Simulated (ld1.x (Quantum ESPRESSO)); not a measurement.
Reading a pseudo-wave (boron (B))

Columns: radius, all-electron u(r) and pseudo u(r) of the 2s shell (level -9.36 eV) of boron in the configuration [He] 2s2 2p1; PBEsol, non-relativistic, PAW scheme, ld1.x (Quantum ESPRESSO) 7.5.

| r (bohr) | all-electron | pseudo |
| --- | --- | --- |
| 0.140 | 0.2998 | -0.0775 |
| 0.280 | 0.2396 | -0.1577 |
| 0.420 | 0.0606 | -0.2424 |
| 0.560 | -0.1380 | -0.3312 |
| 0.700 | -0.3168 | -0.4218 |
| 0.840 | -0.4629 | -0.5099 |
| 0.980 | -0.5745 | -0.5897 |
| 1.120 | -0.6529 | -0.6555 |
| 1.260 | -0.7023 | -0.7023 |
| 1.400 | -0.7277 | -0.7277 |
| 1.540 | -0.7339 | -0.7339 |
| 1.680 | -0.7253 | -0.7253 |
| 1.820 | -0.7056 | -0.7056 |
| 1.960 | -0.6780 | -0.6780 |
| 2.100 | -0.6450 | -0.6450 |
| 2.240 | -0.6085 | -0.6085 |
| 2.380 | -0.5701 | -0.5701 |
| 2.520 | -0.5311 | -0.5311 |
| 2.660 | -0.4923 | -0.4923 |
| 2.800 | -0.4545 | -0.4545 |
| 2.940 | -0.4180 | -0.4180 |
| 3.080 | -0.3832 | -0.3832 |
| 3.220 | -0.3503 | -0.3503 |
| 3.360 | -0.3195 | -0.3195 |
| 3.500 | -0.2908 | -0.2908 |
| 3.640 | -0.2642 | -0.2642 |

Task: How many radial nodes do the two functions have?

Result: The all-electron 2s function has n − l − 1 = 1; the pseudo-wave has 0, since the states of the same l below it are removed with the core.

Task: At about which radius was the pseudo-wave matched?

Result: 1.30 bohr, where the columns begin to agree (steps of 0.14 bohr).

Task: Is the pseudo-wave norm-conserving?

Result: No, it belongs to a PAW set: the norm inside the radius is not constrained, and the difference is carried by the augmentation charge.
